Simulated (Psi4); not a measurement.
HgI (SMILES [I][Hg]), doublet, at a GFN2-xTB geometry (such geometries of metal compounds can be far from the true shape) (the spin is typed, not shown lowest) (core potentials on Hg, I), atoms displaced at random by about 0.05 Å a coordinate. Base run: B3LYP/def2-SVP (Psi4 1.11).

Input for Psi4:
```
memory 2 GB

molecule {
0 2
  Hg    0.02089830   -0.04488872   -1.22134097
  I    -0.05528007   -0.03148486    1.87761363
}

set basis def2-svp
set reference uks

optimize('b3lyp')
print_variables()
```

Variants of this job, named by their change:

| change | ΔE vs base (kcal/mol) | optimiser steps | core-seconds (rough) |
|---|---|---|---|
| base | 0.000 | 8 | 40 |
| opt_coordinates = cartesian | 0.000 | 9 | 70 |
| g_convergence = gau_tight | 0.000 | 10 | 70 |
| step_type = nr | 0.000 | 8 | 40 |
| opt_coordinates = both | 0.000 | 9 | 60 |
| intrafrag_hess = lindh | 0.000 | 9 | 70 |
| hess_update = bofill | 0.000 | 8 | 50 |

Open shells are given as the SCF converged; they aren't shown to be the lowest states, and a large step between rows can be another state.
